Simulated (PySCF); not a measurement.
Start geometry of `F[SiH2][SiH2]N` from GFN2-xTB (Å):
```
atom  x, y, z in Å
N1    -1.678    0.084   -0.572
Si2   -0.500   -0.447    0.572
Si3    1.520    0.276   -0.242
F4     2.656   -0.423    0.674
H5    -2.629   -0.230   -0.464
H6    -1.678    1.041   -0.884
H7    -0.747    0.020    1.955
H8    -0.689   -1.902    0.609
H9     1.829    1.698   -0.080
H10    1.925   -0.112   -1.592
```

Problem. What comes out of this run: PBE0-D3(BJ)/def2-SVP geometry optimisation, gas phase (PySCF)?

Solution. 
```
atom  x, y, z in Å
N1    -1.6597    0.2783   -0.5233
Si2   -0.5297   -0.4760    0.5622
Si3    1.5815    0.1767   -0.2214
F4     2.7689   -0.2979    0.7960
H5    -2.5917   -0.1134   -0.6095
H6    -1.6986    1.2904   -0.5780
H7    -0.6687   -0.1384    2.0210
H8    -0.7106   -1.9539    0.4319
H9     1.6593    1.6659   -0.3435
H10    1.8590   -0.4260   -1.5592
```

The energy falls by 20.4 kJ/mol over 10 energy and gradient evaluations, the largest force component goes from 0.0169 to 3.2e-04 Eh/bohr, and the atoms move by 0.228 Å rms after alignment. The bond that changes most is Si2–Si3 (SiH2 silicon to fluorine-bound silicon), which lengthens by 0.050 Å. Bonds longer at the end by more than 0.005 Å: 9 of 9; shorter: 0. Among the angles that change most is Si2–Si3–H10, from 119.2° to 110.8°. Among the dihedrals that turn most is H7–Si2–Si3–H9, from -49° to -73°. Rotational constants go from 11062, 2097, 1843 to 11053, 1985, 1763 MHz. The orientation of the end geometry is arbitrary; only internal coordinates are fixed.

The run used 94 basis functions and 60 SCF cycles in all.

Stationary, but not proved a minimum. The numbers are those of one conformer.
